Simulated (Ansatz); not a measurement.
Calculated with Ansatz (gas phase, PBE0-D4/def2-TZVP geometries, no zero-point term in ΔE). CBS: MP2 limit from def2 TZ/QZ plus the TZ coupled-cluster correction, frozen cores. DFT in def2-TZVPP. One conformer a species, not always the lowest.

Consider the formal exchange of groups at the Si–C bond: `O=C[SiH2]CS` + `COC(O)S` → `CO[SiH2]CS` + `O=CC(O)S`.

CCSD(T)/CBS gives -38.1 kcal/mol.

Task: Another level gave -37.6 kcal/mol. Which?
A. PBE/def2-TZVPP
B. MP2/def2-TZVPP
C. ωB97M-V/def2-TZVPP
D. r2SCAN/def2-TZVPP

Result: C. ωB97M-V -37.6, r2SCAN -38.7, MP2/def2-TZVPP -39.9, PBE -36.3 kcal/mol.

Largest T1 diagnostic among the species: 0.015.

From PBE to PBE0 (25 % exact exchange), in def2-TZVPP and without D4, ΔE moves by −1.3 kcal/mol.
